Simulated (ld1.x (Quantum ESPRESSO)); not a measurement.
Logarithmic derivatives: thulium, TM

```
Element                 : Tm
Generator               : ld1.x (Quantum ESPRESSO) 7.5
Type                    : norm-conserving Troullier–Martins (Kleinman–Bylander form)
Functional              : PBE
Relativity              : scalar-relativistic
Frozen core             : [Kr] 4d10
Valence charge          : 23
Reference configuration : 4f13 5s2 5p6 5d0 6s2 6p0
Partial waves           : 5p (bound): rc 2.00 bohr; 5d (bound, empty): rc 2.60 bohr; 4f (bound): rc 0.85 bohr; 5s (bound): rc 1.45 bohr
Local potential         : the s channel
Core correction         : none
```

Occupied shells without a wave of their own: 6s. They enter only through the test configuration that unscreens the potential.

The phase is arctan(r·u′/u) with u = r·R(r), unwrapped; energies in Ry, scanned from -6 to 5 Ry. A pole is an energy at which the radial function vanishes at the test radius. The pseudo phase is shifted by a multiple of π to meet the all-electron one at the reference energy, and phase errors are pseudo minus all-electron; the curves can meet again beyond the range given. Levels narrower than the energy grid can be missing from the lists of poles.

Task: For each channel, where are the poles, and over which energies does the pseudopotential scatter like the atom?

Result:

```tsv
channel	radius (bohr)	reference energy (Ry)	poles, all-electron	poles, pseudo	unbroken range about the reference energy with phases within 0.05 rad	phase error 1 Ry above the reference energy (rad)
s	2.85	-3.92	-3.89, 2.46	-3.89, 2.26	below -0.3	-0.000
p	2.85	-1.98	-1.84, 3.91	-1.84, 3.75	below 0.7	-0.001
d	2.85	-0.06	0.82	0.82	the whole range	-0.000
f	2.85	-0.23	-0.20, 3.81	-0.20, 3.91	the whole range	+0.002
```

Phases in the d channel:

```tsv
E (Ry)	all-electron	pseudo
-6.00	1.427	1.427
-5.48	1.420	1.420
-4.96	1.412	1.412
-4.44	1.402	1.402
-3.92	1.391	1.391
-3.40	1.377	1.377
-2.88	1.359	1.359
-2.36	1.334	1.334
-1.84	1.298	1.298
-1.32	1.238	1.238
-0.80	1.105	1.105
-0.28	0.547	0.547
0.24	-1.186	-1.186
0.76	-1.552	-1.552
1.28	-1.687	-1.687
1.80	-1.799	-1.799
2.32	-1.964	-1.965
2.84	-2.390	-2.397
3.36	-3.638	-3.654
3.88	-4.295	-4.300
4.40	-4.493	-4.497
4.92	-4.586	-4.589
```
